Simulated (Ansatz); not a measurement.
Abridged output of a molecular run in Ansatz:

```
Functional definition: HF
925 factors; integrals over basis functions are off by at most 1.2e-3 eV
mean field evaluation 1: about -22535.0046 eV, gradient 4.1e1 eV
mean field evaluation 2: about -22535.1160 eV, gradient 4.1e1 eV
mean field evaluation 4: about -22538.6182 eV, gradient 2.3e0 eV
mean field evaluation 8: about -22538.6530 eV, gradient 2.1e-1 eV
mean field -22538.65325279 eV, -828.2802297922 hartree, gradient 1.7e-6 eV, S^2 0.000000; 0 other end points of the search recorded, 0 dependent functions left out
11 core orbitals not correlated: weight in the atoms' cores, before any rotation towards them, 1.000 or more for the frozen orbitals, at most 0.000 for the correlated occupied ones
reference -22538.65325279 eV, -828.2802297922 hartree; 18, 18 occupied and 58, 58 virtual orbitals, 925 factors
second order -16.39102472 eV of doubles, -0.00000000 eV of singles
cycle   1  -16.76558753 eV  change   -3.7e-1 eV  update   9.6e-2
cycle   2  -17.13172156 eV  change   -3.7e-1 eV  update   3.0e-2
cycle   3  -17.24365196 eV  change   -1.1e-1 eV  update   1.7e-2
cycle   4  -17.24341787 eV  change    2.3e-4 eV  update   3.7e-3
cycle   5  -17.24033873 eV  change    3.1e-3 eV  update   1.5e-3
cycle   6  -17.24035257 eV  change   -1.4e-5 eV  update   5.2e-4
cycle   7  -17.24026803 eV  change    8.5e-5 eV  update   1.7e-4
cycle   8  -17.24022709 eV  change    4.1e-5 eV  update   6.3e-5
cycle   9  -17.24023920 eV  change   -1.2e-5 eV  update   2.6e-5
perturbative correction -0.37370298 eV, -0.0137333312 hartree
Total energy: -22556.26719497 eV, -828.9275302282 hartree
```

Its atoms:

Z-matrix (Å, degrees):
```
Sn
F 1 1.920
Cl 1 2.306 2 105.4
N 1 1.996 2 110.0 3 -113.9
H 1 1.691 2 106.0 3 119.4
H 4 1.013 1 112.3 2 77.6
H 4 1.012 1 113.8 2 -46.0
```

Question: Which basis set was used?
A. cc-pV(Q+d)Z
B. cc-pV(T+d)Z
C. def2-TZVPP
D. def2-SVP

Answer: D. It gives 87 functions.

Question: Write the keys of the input that set method, charge and spin (a neutral closed shell needs none for the last two).

Answer: 
```yaml
correlation: {method: ccsd_t}
```
